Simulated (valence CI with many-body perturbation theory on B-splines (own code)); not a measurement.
**Forbidden lines of Hf40+**

Computed by valence CI with perturbative core correlation (CI+MBPT): four valence electrons over a frozen Dirac-Fock core [Ar] 3d10, a basis of 11 s, 11 p, 9 d, 7 f, 5 g, 2 h, 1 i functions for each j, with the one-electron correlation potential Σ1 (screened to all orders), the two-electron term Σ2, the three-electron term Σ3, Breit, model QED; selected single and double excitations, second order for the rest (own B-spline code, finite nucleus).

No measured spectrum was set against this ion. As an estimate, large intervals hold to a few tenths of a per cent, small ones and those within an open d or f shell to about a per cent.

Lines 1 to 11 of 11 in falling wavelength, among levels below 453.68 eV, chosen from the decays that carry over 1 % of a level's rate. Wavelengths and rates use the calculated energies. Electric multipoles are in the length gauge, E1 and E2 with the static RPA response of the core. S is in atomic units (e²a₀⁴ for E2 and M2, e²a₀⁶ for E3), for M1 in squared Bohr magnetons. Weak lines are less certain than strong ones. Lines between different terms over intervals too small for the method are left out, as are lines whose strength nearly cancels.

Levels are named by their leading jj configuration (3d3/2^4 stands for four electrons in 3d with j = 3/2), which in mixed levels can hold well under half, so a name can repeat and another be missing.

| λ vac (Å) | Upper | Lower | Type | A (s⁻¹) | S (a.u.) |
| --- | --- | --- | --- | --- | --- |
| 183.8 | (4s^2 4p3/2 4d5/2) J=4 | (4s 4p1/2 4p3/2^2) J=3 | M1 | 1.12e+06 | 2.33e+00 |
| 157.9 | (4s^2 4p1/2 4p3/2) J=1 | (4s^2 4p1/2^2) J=0 | M1 | 3.18e+06 | 1.39e+00 |
| 154.1 | (4s^2 4p3/2 4d5/2) J=4 | (4s^2 4p1/2 4d5/2) J=3 | M1 | 1.42e+06 | 1.74e+00 |
| 151.9 | (4s^2 4p3/2^2) J=2 | (4s^2 4p1/2 4p3/2) J=2 | M1 | 2.64e+06 | 1.72e+00 |
| 151.9 | (4s^2 4p3/2^2) J=2 | (4s^2 4p1/2 4p3/2) J=2 | E2 | 1.53e+05 | 5.51e-02 |
| 150.0 | (4s^2 4p1/2 4p3/2) J=2 | (4s^2 4p1/2^2) J=0 | E2 | 8.28e+04 | 2.81e-02 |
| 144.6 | (4s^2 4p3/2^2) J=2 | (4s^2 4p1/2 4p3/2) J=1 | M1 | 2.77e+06 | 1.55e+00 |
| 144.6 | (4s^2 4p3/2^2) J=2 | (4s^2 4p1/2 4p3/2) J=1 | E2 | 7.59e+04 | 2.14e-02 |
| 136.9 | (4s^2 4p3/2^2) J=0 | (4s^2 4p1/2 4p3/2) J=2 | E2 | 3.43e+05 | 1.47e-02 |
| 131.0 | (4s^2 4p3/2^2) J=0 | (4s^2 4p1/2 4p3/2) J=1 | M1 | 6.90e+06 | 5.74e-01 |
| 78.95 | (4s^2 4p3/2 4d5/2) J=4 | (4s 4p1/2^2 4p3/2) J=2 | E2 | 4.99e+04 | 1.23e-03 |
